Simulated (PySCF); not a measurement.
**From computed data to an observable: oscillator strength and radiative lifetime**

Si(H)(Cl)(Me)(NH2) (CH6ClNSi), SMILES C[SiH](N)Cl.

Coordinates come from a B3LYP-D3(BJ)/def2-SVP optimisation. Other conformers were not sampled.

TDA-PBE/def2-SVPD (PySCF) puts the first singlet state with f over 0.02 at 6.28 eV (vertical), with the transition dipole (-0.180, -0.324, 0.376) in atomic units.

Task: Find the oscillator strength, the wavelength and the radiative lifetime that this transition would have in vacuum if emission retraced absorption.

Result: 
|μ|² = 0.2788 au, so |μ| = 1.34 D. ΔE = 6.28/27.211 = 0.2308 hartree. f = (2/3) ΔE |μ|² = 0.043 (the program prints 0.043).
λ = 1239.84/6.28 = 197 nm; ν = 50652 cm⁻¹.
Einstein's coefficient A = 0.6670 ν² f s⁻¹ (ν in cm⁻¹) = 7.3e7 s⁻¹, so τ = 1/A = 14 ns. This state is S1. The figure is the radiative limit of this one transition; relaxation, internal conversion, crossing to triplets and a medium change what is measured.
